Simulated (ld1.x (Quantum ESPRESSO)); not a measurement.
## u(r) = r·R(r): atom against pseudo-atom (fluorine)

Columns: radius, all-electron u(r) and pseudo u(r) of the 2s shell (level -30.09 eV) of fluorine in the configuration [He] 2s1.5 2p5.5; revPBE, non-relativistic, TM scheme, ld1.x (Quantum ESPRESSO) 7.5.

```json
{"r (bohr)": "0.047", "all-electron": "0.3688", "pseudo": "-0.0544"}
{"r (bohr)": "0.095", "all-electron": "0.4506", "pseudo": "-0.1116"}
{"r (bohr)": "0.142", "all-electron": "0.3732", "pseudo": "-0.1712"}
{"r (bohr)": "0.190", "all-electron": "0.2144", "pseudo": "-0.2374"}
{"r (bohr)": "0.237", "all-electron": "0.0277", "pseudo": "-0.3091"}
{"r (bohr)": "0.285", "all-electron": "-0.1667", "pseudo": "-0.3902"}
{"r (bohr)": "0.332", "all-electron": "-0.3453", "pseudo": "-0.4775"}
{"r (bohr)": "0.380", "all-electron": "-0.5077", "pseudo": "-0.5728"}
{"r (bohr)": "0.427", "all-electron": "-0.6439", "pseudo": "-0.6684"}
{"r (bohr)": "0.475", "all-electron": "-0.7588", "pseudo": "-0.7628"}
{"r (bohr)": "0.522", "all-electron": "-0.8483", "pseudo": "-0.8459"}
{"r (bohr)": "0.570", "all-electron": "-0.9181", "pseudo": "-0.9157"}
{"r (bohr)": "0.617", "all-electron": "-0.9675", "pseudo": "-0.9665"}
{"r (bohr)": "0.665", "all-electron": "-1.0009", "pseudo": "-1.0008"}
{"r (bohr)": "0.712", "all-electron": "-1.0194", "pseudo": "-1.0194"}
{"r (bohr)": "0.760", "all-electron": "-1.0261", "pseudo": "-1.0261"}
{"r (bohr)": "0.807", "all-electron": "-1.0226", "pseudo": "-1.0226"}
{"r (bohr)": "0.855", "all-electron": "-1.0107", "pseudo": "-1.0107"}
{"r (bohr)": "0.902", "all-electron": "-0.9926", "pseudo": "-0.9926"}
{"r (bohr)": "0.950", "all-electron": "-0.9687", "pseudo": "-0.9687"}
{"r (bohr)": "0.997", "all-electron": "-0.9414", "pseudo": "-0.9414"}
{"r (bohr)": "1.045", "all-electron": "-0.9105", "pseudo": "-0.9105"}
{"r (bohr)": "1.092", "all-electron": "-0.8781", "pseudo": "-0.8781"}
{"r (bohr)": "1.140", "all-electron": "-0.8435", "pseudo": "-0.8435"}
{"r (bohr)": "1.187", "all-electron": "-0.8087", "pseudo": "-0.8087"}
{"r (bohr)": "1.235", "all-electron": "-0.7728", "pseudo": "-0.7728"}
```

(1) How many radial nodes do the two functions have?

(2) At about which radius was the pseudo-wave matched?

(3) Is the pseudo-wave norm-conserving?

Answers

(1) The all-electron 2s function has n − l − 1 = 1; the pseudo-wave has 0, since the states of the same l below it are removed with the core.

(2) 0.75 bohr. The columns agree to 0.0005 from 0.67 bohr on; several derivatives are matched, so the curves merge somewhat inside the radius.

(3) Yes: the TM scheme keeps the norm inside the radius equal to the all-electron one, which fixes the energy derivative of the logarithmic derivative at the level.
